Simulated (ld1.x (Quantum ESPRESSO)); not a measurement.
**mercury: one change to a TM potential, before and after**

```json
{
 "Element": "Hg",
 "Generator": "ld1.x (Quantum ESPRESSO) 7.5",
 "Type": "norm-conserving Troullier–Martins (Kleinman–Bylander form)",
 "Functional": "PBE",
 "Relativity": "fully relativistic",
 "Frozen core": "[Kr] 4d10 4f14 5s2",
 "Valence charge": "18",
 "Reference configuration": "5p6 5d10 6s2 6p0",
 "Partial waves": "6s (bound): rc 1.75 bohr; 5p (bound): rc 1.05 bohr; 5d (bound): rc 1.90 bohr",
 "Local potential": "all-electron potential smoothed inside 1.25 bohr (lloc = -1)",
 "Core correction": "none"
}
```

Open shells are filled in proportion to 2j + 1 (rel_dist='average').

Change: local potential all-electron potential smoothed inside 1.86 bohr (lloc = -1).

Cutoffs: the cutoffs (Ry, on a coarse ladder) from which the occupation-weighted sum of valence levels, in a spherical-Bessel basis at the reference potential, stays within 10 and 1 mRy of its value at 400 Ry; they do not see the model core or the augmentation charge, which bear on the density cutoff. Errors are all-electron minus pseudo energies relative to the spin-unpolarised reference configuration.

Q: How do hardness, ghosts and transferability respond?

A: The potential gets neither clearly harder nor softer (160 Ry and 230 Ry → 160 Ry and 230 Ry); both files keep a bound ghost (s); of the 7 tests that both files solve, the error grows in 2 and shrinks in 2 by more than 15 % and 0.3 meV (median size 26.0 → 24.5 meV); the range in which the s phases agree widens (upper end 0.3 → at the end of the scan); the range in which the p1/2 phases agree narrows (upper end at the end of the scan → 0.4).

| quantity | base | changed |
| --- | --- | --- |
| cutoff, loose | 160 Ry | 160 Ry |
| cutoff, tight | 230 Ry | 230 Ry |
| bound ghosts | s | s |
| error for 5p6 5d10 6s1 6p0, meV [ΔE 10.70 eV] | -2.5 | -4.3 |
| error for 5p6 5d10 6s0 6p0, meV [ΔE 29.69 eV] | -19 | -19 |
| error for 5p6 5d9 6s0 6p0, meV [ΔE 65.22 eV] | +18 | +11 |
| error for 5p5 5d10 6s2 6p0, meV [ΔE 74.54 eV] | +34 | -96 |
| error for 5p6 5d10 6s0 6p2, meV [ΔE 12.41 eV] | +61 | -52 |
| error for 5p6 5d9 6s2 6p1, meV [ΔE 10.30 eV] | +60 | -34 |
| error for 5p6 5d9 6s2 6p0, meV [ΔE 15.54 eV] | +26 | -25 |
| s: phases at 2.04 bohr within 0.05 rad from the reference energy up to (Ry; the scan ends near 5) | 0.3 | to the end of the scan |
| p1/2: phases at 2.04 bohr within 0.05 rad from the reference energy up to (Ry; the scan ends near 5) | to the end of the scan | 0.4 |
| p3/2: phases at 2.04 bohr within 0.05 rad from the reference energy up to (Ry; the scan ends near 5) | 1.2 | 1.2 |
| d3/2: phases at 2.04 bohr within 0.05 rad from the reference energy up to (Ry; the scan ends near 5) | 4.2 | 4.2 |
| d5/2: phases at 2.04 bohr within 0.05 rad from the reference energy up to (Ry; the scan ends near 5) | 4.3 | 4.6 |

 A true bound ghost makes a file unfit for plane-wave use even where its test errors are small: the radial tests pick states by their node count and pass the ghost by.
